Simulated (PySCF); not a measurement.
Working out the ionisation energy of Bi⁺

Bi⁺ [Xe] 4f14 5d10 6s2 6p2 (3P) → Bi²⁺ [Xe] 4f14 5d10 6s2 6p1 (2P). Calculation: PySCF 2.14, in def2-QZVPPD with the def2 core potential (60 electrons) (8s6p5d4f1g, 88 functions); a scalar-relativistic core potential. Frozen: nothing. Energies in hartree (1 hartree = 27.21139 eV):

```csv
part,Bi⁺ (lower),Bi²⁺ (upper)
UHF,-213.293017,-212.730473
MP2 opposite-spin,-0.409129,-0.399751
MP2 same-spin,-0.221953,-0.211570
```

What does Hartree-Fock give?

(-212.730473) − (-213.293017) = 0.562544 hartree = 15.308 eV.

What do MP2 and SCS-MP2 (6/5 opposite-spin, 1/3 same-spin) give?

The opposite-spin parts differ by 0.255 eV and the same-spin parts by 0.283 eV. MP2: 15.308 + (0.255) + (0.283) = 15.846 eV. SCS-MP2: 15.308 + 1.2 × (0.255) + (0.283)/3 = 15.708 eV.

Reference: 16.703 eV (measured; NIST Atomic Spectra Database, ionization energies), between the lowest levels; spin-orbit coupling is absent from the calculation.

What remains against the reference includes basis incompleteness and correlation beyond second order.
